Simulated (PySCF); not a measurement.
Fractional electron number in Lu²⁺ (lutetium, charge +2)

The 6s alpha orbital of [Xe] 4f14 6s1 is emptied in steps (occupation f), with all orbitals relaxed, ending at [Xe] 4f14. Computed with PySCF 2.14 in def2-SVP with the def2 core potential (28 electrons), with a scalar-relativistic core potential. The exact energy is a straight line in f; departures are measured from the line between the end points of the same method.

```
  f  PBE0 (eV)  r2SCAN (eV)
  1      0.000        0.000
0.8     -0.373       -0.423
0.6     -0.561       -0.619
0.4     -0.562       -0.601
0.2     -0.374       -0.383
  0      0.000        0.000
```

| method | E(f=0) − E(f=1) (eV) | −ε at f=1 (eV) | −ε at f=0.4 (eV) |
| --- | --- | --- | --- |
| PBE0 | 20.954 | 18.625 | 21.418 |
| r2SCAN | 20.842 | 18.137 | 21.463 |

Orbital energy along the path (eV):

```json
{"f": "1", "PBE0": "-18.625", "r2SCAN": "-18.137"}
{"f": "0.8", "PBE0": "-19.553", "r2SCAN": "-19.309"}
{"f": "0.6", "PBE0": "-20.480", "r2SCAN": "-20.399"}
{"f": "0.4", "PBE0": "-21.418", "r2SCAN": "-21.463"}
{"f": "0.2", "PBE0": "-22.379", "r2SCAN": "-22.398"}
{"f": "0", "PBE0": "-23.083", "r2SCAN": "-22.919"}
```

Reference removal energy between the ground levels: 20.959 eV (measured; NIST Atomic Spectra Database, ionization energies).
